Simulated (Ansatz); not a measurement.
CH4N (SMILES C[NH]) moved off its minimum; all values from Ansatz (an electronic-structure program), cores frozen in correlated methods. Open shells are unrestricted.
(charge 0, multiplicity 2)
```xyz
6

C     -0.7656     0.0734     0.1889
N      0.7216    -0.3411    -0.1962
H     -0.7599     0.2060     1.1249
H     -1.2458    -0.4641    -0.4232
H     -0.8965     1.0766    -0.1954
H      1.3906     0.5096     0.1372
```

Forces at r2SCAN/def2-TZVPP (eV/Å):

```json
[
 {"atom": "C1", "Fx": "7.388", "Fy": "3.798", "Fz": "-4.484"},
 {"atom": "N2", "Fx": "0.032", "Fy": "2.629", "Fz": "1.220"},
 {"atom": "H3", "Fx": "-0.971", "Fy": "-0.167", "Fz": "7.362"},
 {"atom": "H4", "Fx": "-4.569", "Fy": "-4.804", "Fz": "-3.167"},
 {"atom": "H5", "Fx": "0.023", "Fy": "0.687", "Fz": "-0.261"},
 {"atom": "H6", "Fx": "-1.903", "Fy": "-2.142", "Fz": "-0.671"}
]
```

Question: Give the forces (eV/Å), the total energy and the dipole at CCSD(T)/cc-pVTZ.

Answer: 
```csv
atom,Fx,Fy,Fz
C1,7.455,3.988,-4.509
N2,0.135,2.571,1.192
H3,-1.042,-0.239,7.426
H4,-4.639,-4.869,-3.156
H5,0.020,0.679,-0.275
H6,-1.929,-2.130,-0.678
```
Energy -94.9661 hartree, dipole 1.93 D.
